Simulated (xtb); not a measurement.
CH₄N₂S, triplet, from a rough starting geometry (a higher spin typed on purpose: for a closed-shell molecule this is an excited state); GFN2-xTB run with xtb 6.7.1.

The xtb input:
```
$ xtb mol.xyz --gfn 2 --uhf 2 --opt vtight --json

# file mol.xyz
8

N      0.99579195    -0.46883899    -0.40492602
C      0.11630272     0.39429600     0.02143354
N     -1.15425474    -0.02087033     0.30816275
S      0.48916336     1.98582324     0.16198027
H      0.90102092    -1.44807445    -0.24847884
H      1.93313483    -0.14717448    -0.43368678
H     -1.43205034    -0.95180535     0.02353108
H     -1.88681674     0.71838763     0.48373827
```

What the program printed (banner, timings and long lists left out):

```
   ID    Z sym.   atoms
    1    7 N      1, 3
    2    6 C      2
    3   16 S      4
    4    1 H      5-8

           -------------------------------------------------
          |                Calculation Setup                |
           -------------------------------------------------

           -------------------------------------------------
          |                 G F N 2 - x T B                 |
           -------------------------------------------------

          ...................................................
          :                      SETUP                      :
          :.................................................:
          :  # basis functions                  26          :
          :  # atomic orbitals                  25          :
          :  # shells                           13          :
          :  # electrons                        24          :
          :  max. iterations                   250          :
          :  Hamiltonian                  GFN2-xTB          :
          :  restarted?                      false          :
          :  GBSA solvation                  false          :
          :  PC potential                    false          :
          :  electronic temp.          300.0000000     K    :
          :  accuracy                    1.0000000          :
          :  -> integral cutoff          0.2500000E+02      :
          :  -> integral neglect         0.1000000E-07      :
          :  -> SCF convergence          0.1000000E-05 Eh   :
          :  -> wf. convergence          0.1000000E-03 e    :
          :  Broyden damping             0.4000000          :
          :  net charge                          0          :
          :  unpaired electrons                  2          :
          ...................................................

 iter      E             dE          RMSdq      gap      omega  full diag
   1    -12.9939196 -0.129939E+02  0.720E+00    1.58       0.0  T
   2    -13.2116745 -0.217755E+00  0.597E+00    2.81       1.0  T
   3    -13.2493914 -0.377168E-01  0.342E+00    2.34       1.0  T
   4    -13.2540255 -0.463414E-02  0.629E+00    1.95       1.0  T
   5    -13.2606150 -0.658943E-02  0.381E+00    2.02       1.0  T
   6    -13.2499600  0.106550E-01  0.737E+00    2.16       1.0  T
   7    -13.2522972 -0.233717E-02  0.759E+00    1.95       1.0  T
   8    -13.2561920 -0.389484E-02  0.538E+00    1.86       1.0  T
   9    -13.2569737 -0.781657E-03  0.472E+00    1.79       1.0  T
  10    -13.2579832 -0.100955E-02  0.451E+00    1.88       1.0  T
  11    -13.2628458 -0.486256E-02  0.227E+00    1.82       1.0  T
  12    -13.2646777 -0.183187E-02  0.683E-01    1.85       1.0  T
  13    -13.2647027 -0.250272E-04  0.699E-01    1.85       1.0  T
  14    -13.2645051  0.197599E-03  0.993E-01    1.84       1.0  T
  15    -13.2648675 -0.362425E-03  0.698E-02    1.85       1.0  T
  16    -13.2648312  0.362828E-04  0.321E-01    1.84       1.0  T
  17    -13.2648692 -0.379819E-04  0.616E-03    1.85       5.7  T
  18    -13.2648673  0.185971E-05  0.716E-02    1.85       1.0  T
  19    -13.2648691 -0.174375E-05  0.187E-02    1.85       1.9  T
  20    -13.2648692 -0.934853E-07  0.103E-02    1.85       3.4  T
  21    -13.2648692 -0.353657E-07  0.359E-03    1.85       9.8  T
  22    -13.2648692 -0.471934E-08  0.432E-04    1.85      81.9  T
  23    -13.2648692 -0.671072E-10  0.502E-05    1.85     704.0  T

   *** convergence criteria satisfied after 23 iterations ***

 transition dipole moment (au) for excitation:          12          13
     X       Y       Z
  -0.2456  -0.8255  -0.0693  total (au/Debye):    0.864   2.196
 dE (eV)             :    4.927
 oscillator strength :  0.12743E+00

         :::::::::::::::::::::::::::::::::::::::::::::::::::::
         ::                     SUMMARY                     ::
         :::::::::::::::::::::::::::::::::::::::::::::::::::::
         :: total energy             -13.111529612079 Eh    ::
[...]
 * total energy  :   -13.1478022 Eh     change       -0.7374686E-04 Eh
 * total energy  :   -13.1478238 Eh     change       -0.2156876E-04 Eh
 * total energy  :   -13.1478366 Eh     change       -0.1281147E-04 Eh
 * total energy  :   -13.1478433 Eh     change       -0.6738251E-05 Eh
 * total energy  :   -13.1478467 Eh     change       -0.3342723E-05 Eh
 * total energy  :   -13.1478478 Eh     change       -0.1124809E-05 Eh
 * total energy  :   -13.1478482 Eh     change       -0.3984488E-06 Eh
 * total energy  :   -13.1478491 Eh     change       -0.9049346E-06 Eh
 * total energy  :   -13.1478498 Eh     change       -0.6832488E-06 Eh
 * total energy  :   -13.1478501 Eh     change       -0.3160271E-06 Eh
 * total energy  :   -13.1478502 Eh     change       -0.1524540E-06 Eh
 * total energy  :   -13.1478503 Eh     change       -0.4254476E-07 Eh
   *** GEOMETRY OPTIMIZATION CONVERGED AFTER 26 ITERATIONS ***
         :: total energy             -13.147850288591 Eh    ::
[...]
         7        2.0000           -0.5061978             -13.7743
         8        2.0000           -0.4897016             -13.3255
         9        2.0000           -0.4511893             -12.2775
        10        2.0000           -0.4134594             -11.2508
        11        1.5999           -0.3778635             -10.2822
        12        1.4001           -0.3770936             -10.2612
        13        1.0000           -0.2800670              -7.6210 (HOMO)
        14                         -0.1502505              -4.0885 (LUMO)
        15                         -0.0060407              -0.1644
        16                          0.0016384               0.0446
        17                          0.0079686               0.2168
        18                          0.0134129               0.3650
        19                          0.0480732               1.3081
        20                          0.1000932               2.7237
        21                          0.1517250               4.1286
        22                          0.1817896               4.9467
        23                          0.2853762               7.7655
        24                          0.3187118               8.6726
        25                          0.3399545               9.2506
      -------------------------------------------------------------
                  HL-Gap            0.1298164 Eh            3.5325 eV
             Fermi-level           -0.2963187 Eh           -8.0632 eV

     #   Z          covCN         q      C6AA      α(0)
     1   7 N        2.676    -0.270    26.990     7.716
     2   6 C        2.788     0.076    26.288     8.399
     3   7 N        2.663    -0.272    27.043     7.723
     4  16 S        1.040    -0.204   147.803    20.562
     5   1 H        0.860     0.167     1.293     1.781
     6   1 H        0.860     0.173     1.257     1.756
     7   1 H        0.860     0.159     1.341     1.814
     8   1 H        0.860     0.173     1.257     1.756

 Mol. C6AA /au·bohr⁶  :       1032.834102
 Mol. C8AA /au·bohr⁸  :      31271.437089
 Mol. α(0) /au        :         51.507318

Wiberg/Mayer (AO) data.
largest (>0.10) Wiberg bond orders for each atom

 ---------------------------------------------------------------------------
     #   Z sym  total        # sym  WBO       # sym  WBO       # sym  WBO
 ---------------------------------------------------------------------------
     1   7 N    3.218 --     2 C    1.209     6 H    0.952     5 H    0.949
     2   6 C    3.464 --     1 N    1.209     3 N    1.170     4 S    1.058
     3   7 N    3.193 --     2 C    1.170     8 H    0.953     7 H    0.935
     4  16 S    1.203 --     2 C    1.058
     5   1 H    0.970 --     1 N    0.949
     6   1 H    0.970 --     1 N    0.952
     7   1 H    0.973 --     3 N    0.935
     8   1 H    0.970 --     3 N    0.953
 ---------------------------------------------------------------------------

Topologies differ in total number of bonds
Writing topology from bond orders to xtbtopo.mol

molecular dipole:
                 x           y           z       tot (Debye)
 q only:       -0.153      -1.004       0.075
   full:       -0.221      -1.259      -0.044       3.250
molecular quadrupole (traceless):
                xx          xy          yy          xz          yz          zz
 q only:        4.555      -1.780      -3.662      -0.121       1.478      -0.893
  q+dip:        6.825      -2.725      -5.160       0.846       2.233      -1.665
   full:        7.004      -2.690      -4.999       0.731       2.239      -2.004

optimized geometry written to: xtbopt.xyz

           -------------------------------------------------
          | TOTAL ENERGY              -13.147850288591 Eh   |
          | GRADIENT NORM               0.000041972116 Eh/α |
          | HOMO-LUMO GAP               3.532485109169 eV   |
           -------------------------------------------------

normal termination of xtb
```
